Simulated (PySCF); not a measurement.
Radial density of Cr³⁺ (chromium, charge +3)

UHF, [Ar] 3d3, high-spin 4F determinant. All numbers are calculated (PySCF 2.14, no relativity, point nucleus, in aug-cc-pwCVTZ).

```tsv
r (bohr)	4πr²ρ (e/bohr)	4πr²(ρα − ρβ)
0.000867	0.08445	0.0000
0.00146	0.2322	0.0000
0.00245	0.6264	0.0000
0.00413	1.636	-0.0001
0.00694	4.043	-0.0003
0.0117	9.121	-0.0007
0.0196	17.66	-0.0014
0.0330	26.61	-0.0022
0.0556	27.57	-0.0031
0.0935	21.95	-0.0021
0.157	28.11	0.0456
0.264	27.59	0.4037
0.445	10.81	1.5480
0.748	13.09	2.7431
1.26	6.302	1.7668
2.12	0.5522	0.3179
3.56	0.008471	0.0079
```

**Question.** Where is the radial spin density 4πr²(ρα − ρβ) most negative, and why is it negative at all?

**Answer.** Around r = 0.0556 bohr, down to -0.0031 e/bohr: exchange with the open shell polarises the paired shells in an unrestricted calculation.
